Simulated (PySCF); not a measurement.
Zn(Et)(SiH3) (C2H8SiZn), SMILES C[CH2][Zn][SiH3].

Geometry optimised at TPSSh-D3(BJ)/def2-SVP. The structure was generated by enumeration; whether it is a known compound was not checked. Other conformers were not sampled.

Level of theory: IEF-PCM-ωB97X/def2-SVP run with PySCF.

The values are the electrostatic part of the solvation free energy, E(continuum) − E(gas) at the gas-phase geometry, in a cavity of scaled van der Waals radii (PySCF's table); cavitation and dispersion terms are not included. A continuum can't describe solvent molecules that bind to the metal. In vacuum the orbital gap is 10.85 eV. The dipole moment in vacuum is 1.02 D.

```tsv
solvent	ε	ΔG(elec) (kcal/mol)	dipole (D)	gap (eV)
water	78.36	-8.2	1.41	11.08
1-octanol	9.86	-6.9	1.36	11.05
chlorobenzene	5.70	?	?	?
```

**Question.** Complete the blanks. (Estimate from the structure and the level; the computed values follow.)

**Answer.** 
- chlorobenzene, ΔG(elec) (kcal/mol): -5.9
- chlorobenzene, dipole (D): 1.31
- chlorobenzene, gap (eV): 11.03
